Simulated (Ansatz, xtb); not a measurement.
## F2H3Si2−: which of two isomers lies lower

We compare a, `F[Si-](F)[SiH3]`, a singlet, with b, `F[SiH](F)[SiH2-]`, a singlet. Both are isolated ions in the gas phase, relaxed with r2SCAN-D4/def2-SVPD; the shapes shown needn't be the lowest conformers.

a (Å):

```xyz
7

F    -0.0743   -1.1172    1.3688
F     2.4788   -0.9430    1.6528
Si    1.2725   -0.4582    0.5285
Si    1.5731   -2.3959   -0.9872
H     1.6108   -3.8142   -0.4464
H     2.8472   -2.3041   -1.8046
H     0.5065   -2.4648   -2.0631
```

b (Å):

```
atom   x (Å)    y (Å)    z (Å)
   F  0.4620  -0.7387   1.2227
   F  2.7169  -1.9758   1.5021
  Si  1.6203  -1.5379   0.3136
  Si  0.7904  -3.3266  -0.9085
   H  2.3456  -0.3525  -0.2913
   H  2.1499  -3.3635  -1.6442
   H  0.1915  -2.2893  -1.8864
```

Energies in hartree; the thermal terms are from r2SCAN-D4/def2-SVPD harmonic frequencies (ideal gas, rigid rotor, one conformer each, 298.15 K, 1 atm) and include the zero-point energy:

|  | a | b |
| --- | --- | --- |
| E, CCSD(T)/def2-SVPD | −778.935746 | −778.946142 |
| E, MP2/def2-SVPD | −778.879830 | −778.892060 |
| E, MP2/def2-TZVPPD | −779.478258 | −779.496314 |
| zero-point energy | 0.027698 | 0.028218 |
| H(298 K) − E | 0.035357 | 0.035357 |
| G(298 K) − E | −0.003159 | −0.001909 |

Q: Correct the CCSD(T) difference for the basis set by the MP2 change, then work out ΔE, ΔE₀, ΔH and ΔG for a → b in kJ/mol (1 Eh = 2625.50 kJ/mol) and the equilibrium ratio [b]/[a].

A: 1. Differences b − a: CCSD(T) −0.010396, MP2 in the small set −0.012230, MP2 in the large set −0.018056 Eh.
2. ΔE = −0.010396 + (−0.018056 − (−0.012230)) = −0.016222 Eh = −42.59 kJ/mol.
3. ΔE₀ = ΔE + ΔZPE = −0.016222 + (+0.000520) Eh = −41.23 kJ/mol.
4. ΔH = ΔE + (0.000000) Eh = −42.59 kJ/mol.
5. ΔG = ΔE + (+0.001250) Eh = −39.31 kJ/mol, so ΔS = (ΔH − ΔG)/T = −11.0 J/(mol K).
6. kT = 0.9442 mEh, so K = [b]/[a] = exp(−ΔG/kT) = exp(+15.86) ≈ 7.7 × 10^6.

Structure b is favoured at this temperature. An error of 4 kJ/mol in ΔG would change K by a factor of 5. The basis-set step is large, which makes the value less sure. GFN2-xTB, HF/STO-3G gave ΔE the other sign. Mirror images and further conformers aren't counted.

As drawn, both hold the same kinds of bond in the same numbers.

Other levels gave ΔE = +2.6 (GFN2-xTB); +27.2 (HF/STO-3G, GFN2-xTB geometries); −35.2 (r2SCAN-D4/def2-SVPD//GFN2-xTB); −35.1 (r2SCAN-D4/def2-SVPD); −24.7 (HF/def2-SVPD); −32.1 (MP2/def2-SVPD); −27.3 (CCSD(T)/def2-SVPD) kJ/mol. The correlated steps freeze 12 core orbitals. Programs: Ansatz 0.2.0, xtb 6.7.1.
